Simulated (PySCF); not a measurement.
**InN and its ions**

ROHF-MP2; basis In def2-SVPD with ECP28, N def2-SVPD; scalar-relativistic core potentials; PySCF 2.14. Neutral (ROHF): triplet (π ↑↑), Re = 2.226 Å, ωe = 464 cm⁻¹, De = 1.37 eV.

InN⁻ (ROHF): doublet (π ↑), Re = 2.077 Å, ωe = 566 cm⁻¹. The energies at the minima are -243.71974 hartree for InN and -243.76708 for InN⁻.

Task: Work out the adiabatic electron affinity, without and with harmonic zero-point energies (1 hartree = 27.2114 eV, 1 eV = 8065.5 cm⁻¹), and the change of the bond length.

Result: At ROHF-MP2: 0.04734 hartree = 1.288 eV between the minima; the zero-point term (464.0 − 566.0)/2 cm⁻¹ = -0.006 eV makes it 1.282 eV. Re changes by -14.9 pm against the neutral. The electron enters a π orbital, and the shorter bond of the ion fits a bonding orbital, or a change in how ionic the bond is.

Correlated steps freeze 5 core orbitals. Correlated levels converge slowly with the basis: in double zeta they bind strong bonds too weakly, by up to about 1 eV, and carry superposition errors of some tenths. These are scalar-relativistic numbers at best; spin–orbit coupling would shift them, the dissociation energy most. States were picked by a PBE0 search and need not be the measured ground states.
